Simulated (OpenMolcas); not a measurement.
A run on Rh5+ among 4 point charges of -2.5 e arranged as a tetrahedron (Td), 1.98 Å from the ion.
```
   1.1432    1.1432    1.1432  -2.50
   1.1432   -1.1432   -1.1432  -2.50
  -1.1432    1.1432   -1.1432  -2.50
  -1.1432   -1.1432    1.1432  -2.50
```

```json
{
 "Program": "OpenMolcas 26.06",
 "Method": "CASSCF",
 "Basis": "ANO-RCC-VTZP [7s6p4d2f1g]",
 "Scalar Hamiltonian": "DKH2, point nucleus",
 "Active space": "4 electrons in 5 orbitals (4d)",
 "State averaging": "2S+1 = 5 even, 5 roots; 2S+1 = 3 even, 45 roots; 2S+1 = 1 even, 50 roots",
 "Spin-orbit coupling": "state interaction with AMFI integrals over the reference wave functions"
}
```

68 basis functions. Blocks (2S+1, parity, CSFs, roots kept): 5, even, 5, 5; 3, even, 45, 45; 1, even, 50, 50.

How long do the RASSCF and RASSI steps take on 1 thread of AMD EPYC 9R45 (Zen 5) (shared host)?

About 19 s of wall time, without the integral step.
